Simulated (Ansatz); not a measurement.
Reactions of `FC1(F)O[CH]1[AlH2]`.

Calculated with Ansatz (gas phase, PBE0-D4/def2-TZVP geometries, no zero-point term in ΔE). CCSD(T)/CBS adds triple-zeta CCSD(T) − MP2 to the extrapolated MP2 energy (def2 sets, frozen cores). This one scheme is used for every species. Double bonds are as drawn, so ΔE can hold a change between cis and trans. Functionals use def2-TZVPP. For Ge outer-core shells are correlated without core-valence functions, which leaves a few kJ/mol of doubt a bond. Scalar relativity is left out up to krypton. One conformer a species, not always the lowest.

| reaction | r2SCAN-D4 (kcal/mol) | MP2/CBS(def2) (kcal/mol) | HF/CBS(def2) (kcal/mol) | CCSD(T)/CBS(def2) (kcal/mol) |
| --- | --- | --- | --- | --- |
| `FC1(F)O[CH]1[AlH2]` + H₂ → `FC1(F)CO1` + `[AlH3]` | -2.8 | -2.1 | -10.8 | -3.4 |
| `FC1(F)O[CH]1[AlH2]` + `C[BH][GeH3]` → `C[B]([AlH2])[GeH3]` + `FC1(F)CO1` | 5.7 | 7.7 | 7.3 | 6.3 |
| `FC1(F)O[CH]1[AlH2]` + `C[SiH](N)Cl` → `C[SiH](Cl)[NH][AlH2]` + `FC1(F)CO1` | -25.3 | -26.0 | -27.3 | -25.5 |
| `FC1(F)O[CH]1[AlH2]` + `NCS` → `[AlH2][NH]CS` + `FC1(F)CO1` | -26.3 | -26.1 | -26.7 | -25.4 |
| `FC1(F)O[CH]1[AlH2]` + `C/C(Cl)=C/F` → `C/C(Cl)=[CH]\[AlH2]` + `FC1OC1(F)F` | -9.3 | -8.9 | -8.4 | -8.0 |

Largest T1 diagnostic: 0.013, for `FC1OC1(F)F`.
